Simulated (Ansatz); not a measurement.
Species: C2H9BO3Si (charge 0, singlet). 
Geometry from a B3LYP-D3(BJ)/def2-TZVP (Ansatz, a first-principles code) optimisation:
```xyz
16

C     -2.1160     1.4315     0.5494
Si    -1.0514     0.4086    -0.5868
C     -1.6124    -1.3796    -0.6030
O      0.5164     0.5360    -0.0881
B      1.5976    -0.2088     0.3111
O      2.7790     0.4106     0.6064
O      1.5813    -1.5717     0.4450
H     -3.1568     1.4246     0.2168
H     -1.7774     2.4690     0.5722
H     -2.0850     1.0438     1.5703
H     -1.1140     0.9458    -1.9672
H     -1.5884    -1.8230     0.3963
H     -1.0070    -1.9923    -1.2758
H     -2.6445    -1.4422    -0.9569
H      2.7237     1.3630     0.4883
H      0.7376    -1.9756     0.2302
```

Total electronic energies in hartree. Cores are frozen in the correlated levels unless marked. Spin-orbit coupling is left out. Non-relativistic unless marked X2C. CBS marks a two-point X^-3 extrapolation of the correlation energy; Hartree-Fock from the larger set.

```json
[
 {"level": "HF/cc-pV(Q+d)Z", "program": "Ansatz", "energy (Eh)": "-619.60702"},
 {"level": "RI-HF/cc-pV(T+d)Z", "program": "Ansatz", "energy (Eh)": "-619.57821"},
 {"level": "revPBE-D4/def2-TZVPD", "program": "Ansatz + dftd4", "energy (Eh)": "-621.88733"},
 {"level": "r2SCAN-D3(BJ)/def2-TZVPD", "program": "Ansatz + dftd3", "energy (Eh)": "-621.83369"},
 {"level": "B3LYP/def2-TZVPD", "program": "Ansatz", "energy (Eh)": "-622.06392"},
 {"level": "PBE0-D4/def2-TZVPD", "program": "Ansatz + dftd4", "energy (Eh)": "-621.54271"},
 {"level": "PBE0/def2-QZVPP", "program": "Ansatz", "energy (Eh)": "-621.56381"},
 {"level": "r2SCANh-D4/def2-TZVPD", "program": "Ansatz + dftd4", "energy (Eh)": "-621.81592"},
 {"level": "HSE06-D3(BJ)/def2-TZVPD", "program": "Ansatz + dftd3", "energy (Eh)": "-621.51713"},
 {"level": "HSE06/def2-TZVPD", "program": "Ansatz", "energy (Eh)": "-621.50829"},
 {"level": "LC-wPBE-D4/def2-TZVPD", "program": "Ansatz + dftd4", "energy (Eh)": "-621.75619"},
 {"level": "LC-wPBE/def2-TZVPD", "program": "Ansatz", "energy (Eh)": "-621.74193"},
 {"level": "wB97X/def2-TZVPD", "program": "Ansatz", "energy (Eh)": "(withheld)"},
 {"level": "B2PLYP-D4/def2-TZVPD", "program": "Ansatz + dftd4", "energy (Eh)": "-621.67094"},
 {"level": "MP2/aug-cc-pV(T+d)Z", "program": "Ansatz", "energy (Eh)": "-620.89487"},
 {"level": "RI-MP2/CBS(aug-cc-pV(T+d)Z,aug-cc-pV(Q+d)Z)", "program": "Ansatz", "energy (Eh)": "-621.0619"},
 {"level": "SCS-MP2/6-31G", "program": "Ansatz", "energy (Eh)": "-619.84848"},
 {"level": "CCSD/6-31G", "program": "Ansatz", "energy (Eh)": "-619.89822"},
 {"level": "CCSD/cc-pV(Q+d)Z", "program": "Ansatz", "energy (Eh)": "-621.02249"},
 {"level": "CCSD(T)/STO-3G", "program": "Ansatz", "energy (Eh)": "-612.15461"},
 {"level": "CCSD(T)/cc-pwCVTZ", "program": "Ansatz", "energy (Eh)": "-620.98437"},
 {"level": "X2C-CCSD(T)/cc-pVTZ-DK", "program": "Ansatz", "energy (Eh)": "-621.74817"},
 {"level": "CCSD(T)/CBS(cc-pV(T+d)Z,cc-pV(Q+d)Z)", "program": "Ansatz", "energy (Eh)": "-621.1421"}
]
```

Task: Complete the blanks.

Result: 
- wB97X/def2-TZVPD, energy (Eh): -621.94396
